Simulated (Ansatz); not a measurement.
Predict a relaxed structure of BTBT (C₁₄H₈S₂), charge 0, singlet, at PBE-D4/def2-SVP (Ansatz).


```xyz
24

C     4.263   -1.251    0.620
C     4.218   -0.372   -0.486
C     3.007    0.179   -0.911
C     1.815   -0.146   -0.227
C     1.878   -1.038    0.892
C     3.096   -1.590    1.316
S     0.297   -1.328    1.620
C    -0.460   -0.270    0.448
C    -1.815    0.147    0.227
C    -3.007   -0.179    0.912
C    -4.218    0.372    0.486
C    -4.263    1.250   -0.620
C    -3.097    1.590   -1.316
C    -1.878    1.038   -0.892
S    -0.297    1.329   -1.620
C     0.460    0.271   -0.448
H     5.225   -1.676    0.941
H     5.147   -0.120   -1.019
H     2.972    0.864   -1.773
H     3.133   -2.274    2.177
H    -2.972   -0.863    1.773
H    -5.147    0.119    1.018
H    -5.225    1.676   -0.941
H    -3.133    2.274   -2.177
```
Point group C2h (tolerance 0.1 Å). This is one stationary point.
